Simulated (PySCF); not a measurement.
## Electron correlation in Cr+ (chromium, charge +1)

[Ar] 3d5, high-spin 6S determinant. All numbers are calculated (PySCF 2.14, no relativity, point nucleus, in def2-QZVPPD). Frozen: [Ne]; 13 electrons correlated.

MP2 pair energies summed by pair of shells (mhartree):

```tsv
pair	energy	share (%)
3p-3d	-174.47	42.6
3p-3p	-83.12	20.3
3d-3d	-80.15	19.6
3s-3p	-33.88	8.3
3s-3d	-32.92	8.0
3s-3s	-5.35	1.3
```

Total MP2 correlation energy: -409.88 mhartree.

Same-spin part -159.63 and opposite-spin part -250.25 mhartree; SCS-MP2 scales them by 1/3 and 6/5 to -353.51 mhartree.

This basis was not built for core-valence correlation, so the inner-shell part is incomplete.
